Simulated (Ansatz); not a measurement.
Species: CH₂O₃Si, charge 0, singlet. CH2O3Si (1,3,2-dioxasiletan-4-one, SMILES O=C1O[SiH2]O1).
B3LYP-D3(BJ)/def2-TZVP minimum from Ansatz (an electronic-structure program):
```
Si
O 1 1.6907
C 2 1.3860 1 88.58
O 3 1.1775 2 128.49 1 -180.00
O 3 1.3860 4 128.49 2 180.00
H 1 1.4690 2 114.85 3 112.80
H 1 1.4690 6 113.54 2 -135.00
```
Charge 0, spin multiplicity 1.

Total energies in cc-pV(D+d)Z, 28 correlated electrons, 9 frozen orbitals. Radicals and triplets start from unrestricted determinants; spin-orbit coupling is neglected. Correlated methods leave the cores frozen. No relativity.

```json
[
 {"method": "HF", "program": "Ansatz", "energy (Eh)": "-552.64131", "minus CCSDT(Q) (mEh)": "803.39"},
 {"method": "MP2", "program": "Ansatz", "energy (Eh)": "-553.39998", "minus CCSDT(Q) (mEh)": "44.73"},
 {"method": "CCSD", "program": "Ansatz", "energy (Eh)": "-553.41704", "minus CCSDT(Q) (mEh)": "27.67"},
 {"method": "CCSD(T)", "program": "Ansatz", "energy (Eh)": "-553.44151", "minus CCSDT(Q) (mEh)": "3.20"},
 {"method": "CCSDT(Q)", "program": "Ansatz", "energy (Eh)": "-553.44470", "minus CCSDT(Q) (mEh)": "0.00"}
]
```

Rough core times of Ansatz's runs on a shared machine: CCSD(T) under 20 s, CCSDT(Q) 10 min.
